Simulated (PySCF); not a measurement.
Atoms are numbered as in `[NH2:1][C:2](=[O:3])[SiH2:4][OH:5]`; H(Xn) means a hydrogen on atom n.

Geometry: GFN2-xTB; GIAO shifts from PySCF 2.14, gas phase, non-relativistic, averaged over equivalent atoms.

At LC-wPBE/MINI (34 basis functions, 3.3 s wall time on 1 thread of an Intel Xeon Platinum 8488C, shared host):
```json
{"atoms": "N1", "δ (ppm)": "111.1"}
{"atoms": "C2", "δ (ppm)": "125.7"}
{"atoms": "O3", "δ (ppm)": "640.3"}
{"atoms": "O5", "δ (ppm)": "-147.7"}
{"atoms": "Si4", "δ (ppm)": "-60.6"}
{"atoms": "H(N1)", "δ (ppm)": "5.40"}
{"atoms": "H(Si4)", "δ (ppm)": "3.70"}
{"atoms": "H(O5)", "δ (ppm)": "-0.44"}
```

Referencing at the same level of theory: NH3 for ¹⁵N (σref 304.78); TMS for ¹³C (σref 231.19), ²⁹Si (σref 625.44), ¹H (σref 30.86); ¹⁷O (σref 381.03) vs H2O.

Predict the values at OLYP/pcSseg-1 on the same geometry.

## Answers


```
 atoms  δ at OLYP/pcSseg-1  change
    N1               128.4   +17.3
    C2               172.3   +46.6
    O3               465.4  -174.9
    O5                 0.7  +148.4
   Si4               -59.7    +0.9
 H(N1)                5.13   -0.27
H(Si4)                5.06   +1.36
 H(O5)                2.05   +2.49
```

Chemical shifts δ = σref − σ; ¹⁵N (σref 267.03) against NH3; ¹³C (σref 183.31), ²⁹Si (σref 344.58), ¹H (σref 31.74) against TMS; ¹⁷O (σref 336.00) vs H2O, all at this level.

The largest change is at O3 (amide-type carbonyl oxygen). Cost: 117 basis functions, 15 s wall time on 1 thread of an Intel Xeon Platinum 8488C, shared host.

The C=O carbon of an acid or of an amide with N–H lies up to 10 ppm further downfield in solution, through hydrogen bonding that the calculation lacks. Unscaled 17O shifts of doubly bonded oxygen tend to come out too high, by tens of ppm or more. Experimental scales use liquid or dissolved standards, which lie at an offset from isolated NH3 (liquid NH3: subtract about 20 ppm) and H2O (liquid H2O: subtract about 36 ppm).
